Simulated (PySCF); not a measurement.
# Polarisability and C₆ of B(2+) (boron, charge +2)

[He] 2s1, 2S determinant. Calculation: PySCF 2.14, in x2c-TZVPPall with one added diffuse shell each of s, p, d type (6s4p3d1f, 40 functions); scalar relativity by spin-free X2C-1e. Coupled (time-dependent) response in atomic units; α is the mean over directions.

| method | mean α (bohr³) | C₆ (like pair) | S(−4) |
| --- | --- | --- | --- |
| UHF | 7.905 | 11.05 | 153.9 |
| PBE | 6.988 | 9.229 | 120.5 |
| PBE0 | 7.197 | 9.634 | 127.7 |
| PBEsol | 6.930 | 9.151 | 117.6 |
| revPBE | 7.041 | 9.388 | 120.6 |

S(−4) is the Cauchy moment in α(ω) = α(0) + S(−4) ω² + …

α(iu) at revPBE:

| u (hartree) | α(iu) (bohr³) |
| --- | --- |
| 0 | 7.041 |
| 0.0500 | 6.753 |
| 0.100 | 6.019 |
| 0.200 | 4.231 |
| 0.300 | 2.882 |
| 0.500 | 1.506 |
| 0.750 | 0.8374 |
| 1.00 | 0.5419 |
| 1.50 | 0.2866 |
| 2.00 | 0.1795 |
| 3.00 | 0.09196 |
| 5.00 | 0.04008 |

For an ion, C₆ is the dispersion term alone; charge-induced terms of lower order in 1/R come first.
